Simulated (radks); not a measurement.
The numbers below are computed, except where a source is named.
In46+, 3 electrons, occupied as [He] 2s1.

Level of theory: Dirac Kohn-Sham, exchange-only PBE, spin-unpolarised, spherical densities, finite nucleus; Fermi nuclear charge, rms radius 4.6156 fm (a radial shooting solver on a logarithmic mesh with Libxc functionals).

Energy parts (eV):
| part | energy |
|---|---|
| total | -74631.772 |
| kinetic | 80004.056 |
| electron-nucleus | -156074.059 |
| Hartree | 2419.304 |
| exchange | -981.073 |

Orbitals (lengths in bohr, moments of r in powers of bohr):
| orbital | occ. | eigenvalue (eV) | <r^2> | small-component weight |
|---|---|---|---|---|
| 1s1/2 | 2 | -32306.52 | 0.001179 | 3.26e-02 |
| 2s1/2 | 1 | -7865.243 | 0.01689 | 7.87e-03 |

The highest occupied level is 2s1/2 at -7865.2 eV. For comparison, the ionisation energy in NIST's Atomic Spectra Database is 7953.1 eV (theoretical). In exact Kohn-Sham theory the highest level is minus the ionisation energy, but local and semilocal functionals leave it too shallow, through self-interaction and a potential that decays too fast; potentials with the right tail come closer. Summed over all electrons, <r^2> = 0.01925 bohr^2, which gives a Langevin (diamagnetic) susceptibility term of -0.0152 x 10^-6 cm^3/mol. The density falls to 0.001 e/bohr^3 at r = 0.40 bohr. The electron density at the nucleus is 1.638e+05 e/bohr^3.

Beside tabulated values, note that spin-unpolarised runs miss the spin-polarisation part of the exchange energy of open shells.
